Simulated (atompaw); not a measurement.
# Si (Z = 14): one change to a PAW (atompaw) potential, before and after

```json
{"Element": "silicon (Si)", "Generator": "atompaw 4.2.0.5", "Type": "PAW", "Functional": "PBE", "Relativity": "non-relativistic", "Frozen core": "[Ne]", "Valence charge": "4", "Reference configuration": "3s2 3p2", "Partial waves": "3s (bound): rc 1.75 bohr; 3s channel at 2 Ry: rc 1.70 bohr; 3p (bound): rc 1.75 bohr; 3p channel at 0.1 Ry: rc 1.75 bohr", "Local potential": "troulliermartins scheme with l = 2 at 0.5 Ry, radius 1.25 bohr", "Core correction": "smooth core density matched at 1.05 bohr", "Augmentation charge": "besselshape compensation charge, radius 1.65 bohr; PAW radius 1.75 bohr; waves and projectors: custom polynom2 7 10 vanderbiltortho"}
```

All-electron outer shells of the reference configuration (PBE, non-relativistic, ld1.x):

```csv
shell,level (eV),outermost node (bohr),outermost maximum (bohr)
2p,-95.59,–,0.39
3s,-10.77,0.72,1.80
3p,-4.09,0.72,2.17
```

Change: local potential bessel scheme, radius 1.25 bohr.

Cutoffs: the cutoffs (Ry, on a coarse ladder) from which the occupation-weighted sum of valence levels, in a spherical-Bessel basis at the reference potential, stays within 10 and 1 mRy of its value at 400 Ry; they do not see the model core or the augmentation charge, which bear on the density cutoff.

What does the change do?

The potential gets neither clearly harder nor softer (8 Ry and 21 Ry → 12 Ry and 18 Ry); the bound ghost in p, s disappears. A state that the projectors do not describe sees the local part alone, so a deeper or shallower local part can create or remove a ghost.

| quantity | base | changed |
| --- | --- | --- |
| cutoff, loose | 8 Ry | 12 Ry |
| cutoff, tight | 21 Ry | 18 Ry |
| loose cutoff by channel (10 mRy a level) | s 6 Ry, p 6 Ry | s 10 Ry, p 6 Ry |
| bound ghosts | s, p | none |
| s: phases at 1.75 bohr within 0.05 rad from the reference energy up to (Ry; the scan ends near 5) | to the end of the scan | to the end of the scan |
| p: phases at 1.75 bohr within 0.05 rad from the reference energy up to (Ry; the scan ends near 5) | n/a | 2.9 |
| lowest overlap eigenvalue by channel | s 0.06, p 0.59 | s 0.20, p 0.59 |

 A true bound ghost makes a file unfit for plane-wave use even where its test errors are small: the radial tests pick states by their node count and pass the ghost by. The cutoffs see the waves, projectors and local potential, not the compensation charge or the core.
